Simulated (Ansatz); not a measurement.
Harmonic frequencies (cm⁻¹) at PBE0-D4/def2-TZVP from Ansatz: 21, 57, 66, 159, 171, 456, 485, 698, 726, 734, 794, 955, 959, 996, 1057, 1565, 2180, 2189, 2215, 3556, 3646.

Each molecule was computed in one conformer, which needn't be the lowest.

Task: Which molecule is it?
A. `[NH2][Zn][O][SiH3]`
B. `C[O][Zn][O]C`
C. `C[N](C)[Zn][Br]`
D. `C[CH2][Zn][SH]`

Result: A.
